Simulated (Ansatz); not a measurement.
Breaking the Mg1–H2 bond in MgH (multiplicity 2 held). Energies count from the point at 1.743 Å.


Unrestricted levels (U-) break spin symmetry where that is lower. Active spaces are followed from rest. Levels need not reach the same state.

Frozen-core correlation.

Codes used: Ansatz (a quantum-chemistry and plane-wave program) with Gaussian orbitals. Values without a source in brackets are computed.

One of these levels gives 29.24 kcal/mol for the energy at R = 6.971 Å. Which?
A) U-MP2/def2-SVP
B) CASSCF(3,5)/def2-SVP
C) SC-NEVPT2 on CASSCF(3,5)/def2-SVP

A, U-MP2/def2-SVP. The others give 22.53 (CASSCF(3,5)/def2-SVP), 25.56 (SC-NEVPT2 on CASSCF(3,5)/def2-SVP)
